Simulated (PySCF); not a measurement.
Run record: excited-state job, `B1C=CC=CC=C1`.

Computed with TDDFT PBE0/def2-SVPD, vertical, gas phase, core orbitals frozen in the response (PySCF 2.14.0, density-fitted response routines). Geometry: GFN2-xTB. A driver script takes a list of jobs; this job's settings line and coordinates (Å) are shown.

Input:
```
{"job": {"kind": "uv", "xc": "PBE0", "basis": "def2-SVPD", "nstates": 8, "ntriplets": 3}, "charge": 0, "multiplicity": 1}
B      1.071056     1.325899    -0.073398
C      1.660976    -0.079772    -0.031455
C      1.020419    -1.281465     0.029269
C     -0.367950    -1.542497     0.065491
C     -1.430960    -0.685130     0.051748
C     -1.468597     0.726679    -0.000632
C     -0.428154     1.605922    -0.053566
H      1.808975     2.240738    -0.124160
H      2.744661    -0.159365    -0.051147
H      1.631382    -2.180729     0.053338
H     -0.623326    -2.596268     0.109865
H     -2.407619    -1.157067     0.086542
H     -2.477006     1.134234     0.002878
H     -0.734536     2.648349    -0.086939
```

Problem. Estimate the output.

Solution. 
```
coarse grid: 11944 points
cycle   1  E = -257.0852692521  dE =  9.315e-01  |g| = 3.626e-01  |ddm| = 1.593e+01
cycle   2  E = -257.0542231481  dE =  3.105e-02  |g| = 4.848e-01  |ddm| = 3.584e+00
cycle   3  E = -257.1257975975  dE = -7.157e-02  |g| = 1.087e-01  |ddm| = 1.890e+00
cycle   4  E = -257.1290125606  dE = -3.215e-03  |g| = 3.497e-02  |ddm| = 7.307e-01
cycle   5  E = -257.1293662857  dE = -3.537e-04  |g| = 5.476e-03  |ddm| = 1.943e-01
cycle   6  E = -257.1293753513  dE = -9.066e-06  |g| = 1.323e-03  |ddm| = 3.205e-02
final grid: 116064 points
cycle   7  E = -257.1688590009  dE = -2.752e-05  |g| = 7.101e-03  |ddm| = 2.875e-01
cycle   8  E = -257.1688543592  dE =  4.642e-06  |g| = 8.192e-03  |ddm| = 9.747e-02
cycle   9  E = -257.1688733324  dE = -1.897e-05  |g| = 1.215e-03  |ddm| = 5.006e-02
cycle  10  E = -257.1688737538  dE = -4.214e-07  |g| = 3.840e-04  |ddm| = 6.166e-03
cycle  11  E = -257.1688737974  dE = -4.353e-08  |g| = 3.298e-05  |ddm| = 1.279e-03
cycle  12  E = -257.1688737974  dE = -5.082e-11  |g| = 3.029e-05  |ddm| = 2.538e-04
converged SCF energy = -257.1688737974

Static polarisability (au): isotropic 86.271, principal 49.910 102.353 106.551

Singlet excitations
state   eV       nm        f      main configurations
  1   4.6541    266.4   0.04454   H->L+1 0.73, H-1->L 0.27
  2   4.7199    262.7   0.13350   H->L 0.91, H-1->L+1 0.08
  3   5.1710    239.8   0.00042   H-2->L 0.99
  4   5.2812    234.8   0.00000   H-3->L 0.99
  5   5.5841    222.0   0.00000   H-2->L+1 0.99
  6   5.6421    219.7   0.00378   H-3->L+1 0.99
  7   6.2494    198.4   0.61030   H-1->L 0.71, H->L+1 0.26
  8   6.3331    195.8   0.34612   H-1->L+1 0.88

Triplet excitations (Tamm-Dancoff, eV): 2.8027 3.5800 4.2034
```

The SCF starts on a coarse grid where the log names one; the energy can jump when the final grid takes over, and dE then counts from the start density on the new grid. H and L stand for HOMO and LUMO; the number after each pair is its weight.

Problem. Which computed singlet has the largest oscillator strength, and what do all of them sum to?

Solution. State 7 at 6.25 eV (198 nm), f = 0.610; the 8 states sum to 1.139.

In short: HOMO -7.17 eV, LUMO -2.02 eV; lowest singlet 4.65 eV; lowest triplet 2.80 eV (Tamm–Dancoff); mean polarisability 86.3 au.

Problem. How long does this job take on an Arm Neoverse V2 with one thread, no GPU, shared host?

Solution. About 24 s.
Labels such as C1 count atoms from 1, the log's own numbers from 0.
